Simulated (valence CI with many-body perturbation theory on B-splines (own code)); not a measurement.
# Forbidden lines of Ir⁷²⁺

Level of theory: valence CI with perturbative core correlation (CI+MBPT): three valence electrons over a frozen Dirac-Fock core [He], radial functions for each j: 11 s, 11 p, 10 d, 8 f, 5 g, 2 h, with the one-electron correlation potential Σ1 (screened to all orders), the two-electron term Σ2, the three-electron term Σ3, Breit, model QED; selected single and double excitations, second order for the rest, scaled by the run's own slope (own B-spline code, finite nucleus).

No measured spectrum was set against this ion. As an estimate, large intervals hold to a few tenths of a per cent, small ones and those within an open d or f shell to about a per cent.

Lines 1 to 50 of 50 in falling wavelength, among levels below 1253.0 Ry, chosen from the decays that carry over 1 % of a level's rate. Wavelengths and rates use the calculated energies. Electric multipoles are in the length gauge with retardation, E1 and E2 with the static RPA response of the core. M1 uses the relativistic operator with retardation. S is in atomic units (e²a₀⁴ for E2 and M2, e²a₀⁶ for E3), for M1 in squared Bohr magnetons. Weak lines are less certain than strong ones. Lines between different terms over intervals too small for the method are left out, as are lines whose strength nearly cancels. The highest levels of a list are the least certain.

Levels are named by their leading jj configuration (3d3/2^4 stands for four electrons in 3d with j = 3/2), which in mixed levels can hold well under half, so a name can repeat and another be missing. Letters in brackets count levels of one name in rising energy.

```
λ vac (Å)                          Upper                       Lower  Type   A (s⁻¹)  S (a.u.)
    7.422     (2s 2p1/2 2p3/2) J=3/2 [a]          (2s 2p1/2^2) J=1/2    M1  2.63e+10  1.59e+00
    7.242         (2s 2p1/2 2p3/2) J=5/2          (2s 2p1/2^2) J=1/2    E2  1.87e+08  2.00e-05
    7.232         (2s 2p3/2 3d5/2) J=9/2      (2s 2p1/2 3d5/2) J=7/2    M1  2.41e+10  3.39e+00
    7.061             (2s^2 2p3/2) J=3/2          (2s^2 2p1/2) J=1/2    M1  2.40e+10  1.25e+00
    1.241     (2s 2p1/2 3p1/2) J=1/2 [a]  (2s 2p1/2 2p3/2) J=3/2 [a]    E2  3.08e+12  1.62e-05
    1.238             (2s^2 3p1/2) J=1/2          (2s^2 2p3/2) J=3/2    E2  3.90e+12  2.03e-05
    1.195         (2s 2p3/2 3p3/2) J=7/2          (2s 2p3/2^2) J=3/2    E2  1.31e+11  2.29e-06
    1.181         (2s 2p3/2 3p3/2) J=7/2          (2s 2p3/2^2) J=5/2    E2  1.37e+12  2.25e-05
    1.180     (2s 2p3/2 3p3/2) J=1/2 [b]          (2s 2p3/2^2) J=3/2    E2  2.39e+12  9.75e-06
    1.177             (2s^2 3p3/2) J=3/2          (2s^2 2p3/2) J=3/2    E2  1.97e+12  1.59e-05
    1.167     (2s 2p3/2 3p3/2) J=1/2 [b]          (2s 2p3/2^2) J=5/2    E2  7.56e+11  2.92e-06
    1.160         (2s 2p3/2 3d5/2) J=9/2          (2s 2p3/2^2) J=5/2    M2  1.18e+11  2.21e-06
    1.160         (2s 2p3/2 3d5/2) J=9/2          (2s 2p3/2^2) J=5/2    E3  7.31e+09  6.58e-07
    1.014         (2s 2p1/2 3p3/2) J=5/2          (2s 2p1/2^2) J=1/2    E2  2.22e+12  1.27e-05
    1.014         (2s 2p3/2 3p3/2) J=7/2      (2s 2p1/2 2p3/2) J=5/2    E2  9.84e+11  7.54e-06
    1.011         (2s 2p3/2 3p3/2) J=7/2  (2s 2p1/2 2p3/2) J=3/2 [a]    E2  1.61e+12  1.21e-05
    1.010     (2s 2p3/2 3p3/2) J=1/2 [b]  (2s 2p1/2 2p3/2) J=3/2 [b]    E2  2.26e+12  4.24e-06
    1.009             (2s^2 3p3/2) J=3/2          (2s^2 2p1/2) J=1/2    E2  2.46e+12  9.20e-06
   0.9983         (2s 2p3/2 3d5/2) J=9/2      (2s 2p1/2 2p3/2) J=5/2    M2  4.94e+10  4.38e-07
   0.9983         (2s 2p3/2 3d5/2) J=9/2      (2s 2p1/2 2p3/2) J=5/2    E3  7.06e+09  2.22e-07
   0.9950         (2s 2p3/2 3d5/2) J=9/2  (2s 2p1/2 2p3/2) J=3/2 [a]    E3  1.45e+10  4.44e-07
   0.9908  (2p1/2 2p3/2 3d3/2) J=5/2 [a]      (2s 2p1/2 2p3/2) J=1/2    E2  4.11e+12  2.10e-05
   0.9896      (2p1/2 2p3/2 3d3/2) J=7/2  (2s 2p1/2 2p3/2) J=3/2 [b]    E2  6.08e+12  4.13e-05
   0.9870         (2s 2p1/2 3d3/2) J=5/2          (2s^2 2p1/2) J=1/2    E2  8.33e+12  4.18e-05
   0.9856          (2p1/2^2 3d3/2) J=3/2          (2s 2p1/2^2) J=1/2    E2  1.30e+13  4.32e-05
   0.9847  (2p1/2 2p3/2 3d3/2) J=5/2 [a]      (2s 2p1/2 2p3/2) J=5/2    E2  2.72e+12  1.35e-05
   0.9834      (2p1/2 2p3/2 3d3/2) J=7/2      (2s 2p1/2 2p3/2) J=5/2    E2  5.75e+12  3.78e-05
   0.9815  (2p1/2 2p3/2 3d3/2) J=3/2 [a]  (2s 2p1/2 2p3/2) J=3/2 [a]    E2  9.17e+12  2.98e-05
   0.9815  (2p1/2 2p3/2 3d3/2) J=5/2 [a]  (2s 2p1/2 2p3/2) J=3/2 [a]    E2  5.79e+12  2.83e-05
   0.9810  (2p1/2 2p3/2 3d3/2) J=1/2 [a]  (2s 2p1/2 2p3/2) J=3/2 [a]    E2  1.18e+13  1.92e-05
   0.9802      (2p1/2 2p3/2 3d3/2) J=7/2  (2s 2p1/2 2p3/2) J=3/2 [a]    E2  1.24e+12  8.01e-06
   0.9797          (2p3/2^2 3d5/2) J=7/2          (2s 2p3/2^2) J=3/2    E2  5.09e+12  3.28e-05
   0.9784          (2p3/2^2 3d5/2) J=1/2          (2s 2p3/2^2) J=3/2    E2  1.22e+13  1.95e-05
   0.9754     (2s 2p3/2 3d5/2) J=3/2 [a]          (2s^2 2p3/2) J=3/2    E2  2.05e+13  6.48e-05
   0.9731      (2p1/2 2p3/2 3d5/2) J=9/2      (2s 2p1/2 2p3/2) J=5/2    E2  1.38e+13  1.07e-04
   0.9714  (2p1/2 2p3/2 3d5/2) J=7/2 [a]  (2s 2p1/2 2p3/2) J=3/2 [a]    E2  1.24e+13  7.66e-05
   0.9709     (2s 2p3/2 3d5/2) J=7/2 [b]          (2s^2 2p3/2) J=3/2    E2  7.74e+12  4.77e-05
   0.9708          (2p3/2^2 3d5/2) J=7/2          (2s 2p3/2^2) J=5/2    E2  8.61e+12  5.30e-05
   0.9708          (2p3/2^2 3d5/2) J=9/2          (2s 2p3/2^2) J=5/2    E2  1.39e+13  1.07e-04
   0.8716          (2p1/2^2 4f7/2) J=7/2       (2p1/2^2 2p3/2) J=3/2    E2  8.80e+12  3.16e-05
   0.8715     (2s 2p1/2 4f7/2) J=7/2 [b]  (2s 2p1/2 2p3/2) J=3/2 [b]    E2  5.16e+12  1.85e-05
   0.8713         (2s 2p1/2 4f7/2) J=5/2      (2s 2p1/2 2p3/2) J=1/2    E2  6.06e+12  1.63e-05
   0.8667         (2s 2p1/2 4f7/2) J=9/2      (2s 2p1/2 2p3/2) J=5/2    E2  8.63e+12  3.77e-05
   0.8663     (2s 2p1/2 4f7/2) J=7/2 [a]  (2s 2p1/2 2p3/2) J=3/2 [a]    E2  6.50e+12  2.26e-05
   0.8651             (2s^2 4f7/2) J=7/2          (2s^2 2p3/2) J=3/2    E2  8.71e+12  3.01e-05
   0.7799         (2s 2p1/2 4p3/2) J=5/2          (2s 2p1/2^2) J=1/2    E2  8.32e+11  1.29e-06
   0.7765             (2s^2 4p3/2) J=3/2          (2s^2 2p1/2) J=1/2    E2  9.78e+11  9.86e-07
   0.7754     (2s 2p1/2 4f5/2) J=5/2 [b]          (2s 2p1/2^2) J=1/2    E2  4.94e+12  7.42e-06
   0.7754         (2s 2p1/2 4f5/2) J=3/2          (2s 2p1/2^2) J=1/2    E2  8.60e+12  8.60e-06
   0.7720             (2s^2 4f5/2) J=5/2          (2s^2 2p1/2) J=1/2    E2  6.79e+12  9.97e-06
```
